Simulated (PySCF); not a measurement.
**How methods differ on the ionisation energy of Sn²²⁺**

Sn²²⁺ [Ar] 3d10 → Sn²³⁺ [Ar] 3d9 [3d3/2^4 3d5/2^5, M_J = 5/2], as a difference of total energies. Computed with PySCF 2.14 in an uncontracted even-tempered set (17 s from 2.7 bohr⁻², ratio 2.8; 13 p from 3.5 bohr⁻², ratio 2.8; 8 d from 3.5 bohr⁻², ratio 2.8; 3 f from 17 bohr⁻², ratio 3), with the two-component X2C-1e Hamiltonian. Correlated levels: [Ne] frozen; the 82 highest virtual spinors dropped. "Screened" scales the spin-orbit matrix elements by Boettger's factors to mimic the two-electron term; Breit and QED terms are absent.

```json
{"method": "GHF (spin-free)", "ionisation energy (eV)": "1132.3"}
{"method": "GMP2 (spin-free)", "ionisation energy (eV)": "1133.7"}
{"method": "GHF (screened spin-orbit)", "ionisation energy (eV)": "1128.6"}
{"method": "GMP2 (screened spin-orbit)", "ionisation energy (eV)": "1130.0"}
```

Breit and QED terms and the two-electron picture change are absent.

The spin-free rows lack the spin-orbit shift.

For comparison: 1127 ± 4 eV (theoretical estimate listed by NIST; NIST Atomic Spectra Database, ionization energies).
